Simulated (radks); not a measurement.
Results of a calculation; reference values are marked as such.
Spin polarisation of the 5d9 shell in the mercury ion Hg3+. Start: [Xe] 4f14 5d(up 4.5, down 4.5); electrons of 5d are moved from spin down to spin up, other shells keep equal spins. Level of theory: non-relativistic Kohn-Sham, LDA (Slater exchange, Perdew-Wang correlation), spin-polarised, spherical densities, point nucleus (a radial shooting solver on a logarithmic mesh with Libxc functionals).

| moment (Bohr magnetons) | E - E(0) (eV) | e(5d up) (eV) | e(5d down) (eV) | 5p down minus up (eV) |
|---|---|---|---|---|
| 0 | 0.000 | -43.792 | -43.792 | 0.000 |
| 0.25 | -0.010 | -43.869 | -43.713 | 0.157 |
| 0.5 | -0.039 | -43.945 | -43.632 | 0.314 |
| 0.75 | -0.088 | -44.020 | -43.551 | 0.470 |
| 1 | -0.157 | -44.094 | -43.468 | 0.627 |

At moment 1 the spin-polarisation energy is -0.157 eV and the 5d exchange splitting 0.626 eV, that is 0.626 eV per Bohr magneton; E = -I m^2/4 would give I = 0.626 eV.
